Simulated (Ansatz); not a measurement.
Consider the cleavage of the Si–Si bond: `O[Si]([SiH3])(Cl)Cl` + HCl → `O[Si](Cl)(Cl)Cl` + SiH₄.

Gas-phase electronic energies from Ansatz, PBE0-D4/def2-TZVP geometries. CCSD(T)/CBS is the MP2 limit (def2-TZVPP, def2-QZVPP) plus CCSD(T) − MP2 in def2-TZVPP, frozen cores. This one scheme is used for every species. DFT in def2-TZVPP. One conformer a species, not always the lowest.

| species | r2SCANh energy (Eh) |
| --- | --- |
| `O[Si]([SiH3])(Cl)Cl` | -1577.09784 |
| HCl | -460.78455 |
| `O[Si](Cl)(Cl)Cl` | -1746.06576 |
| SiH₄ | -291.85305 |

Work out ΔE.

ΔE = (-1746.06576) + (-291.85305) − (-1577.09784) − (-460.78455) = -0.03642 Eh = -95.6 kJ/mol. CCSD(T)/CBS gives -93.3 kJ/mol.

Largest T1 diagnostic among the species: 0.011.

In def2-TZVPP, CCSD(T) changes the Hartree–Fock value by +14.6 kJ/mol (the triples alone add +1.1 kJ/mol) and MP2 by +5.1 kJ/mol. From PBE to PBE0 (25 % exact exchange), in def2-TZVPP and without D4, ΔE moves by −6.0 kJ/mol.
